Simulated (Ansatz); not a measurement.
A geometry optimisation of GaHNOP with PBE0-D3(BJ)/def2-SVP

The starting geometry of this gas-phase singlet was optimised with GFN2-xTB; its bonds are those of `[H]/N=P/[O][Ga]`.

```xyz
5

Ga   -3.5897    1.3727   -0.0718
N    -1.4748   -0.8966    2.2560
O    -2.0475    0.5079    0.3193
P    -0.8507   -0.3532    0.9451
H    -0.8661   -1.4827    2.8096
```

Question: Where would you expect an optimisation with PBE0-D3(BJ)/def2-SVP to take it?

Answer: A new bond forms, giving a structure given below by its coordinates. Distances that change by over a tenth: Ga1–O3 (1.81 → 2.15 Å). Contacts that close: Ga1–N2 (3.88 → 2.18 Å).

The energy falls by 0.39 eV over 18 steps:

```
step  E − E(last) (eV)
   1             0.386
   3             0.342
   5             0.324
   7             0.305
   9             0.234
  10             0.187
  12             0.045
  14             0.000
  16             0.000
  18             0.000
```

Final geometry (Å):

```yaml
atoms:
  - { symbol: Ga, position_ang: [-3.3277, 0.6096, 1.0072] }
  - { symbol: N, position_ang: [-1.7514, -0.5862, 1.9266] }
  - { symbol: O, position_ang: [-1.5308, 0.5987, -0.1703] }
  - { symbol: P, position_ang: [-0.6827, -0.3088, 0.7587] }
  - { symbol: H, position_ang: [-1.5361, -1.1652, 2.7359] }
```

The end wasn't checked by frequencies. Run with Ansatz 0.2.0, 31 s on 2 threads of Arm Neoverse V1, with other jobs on the host.
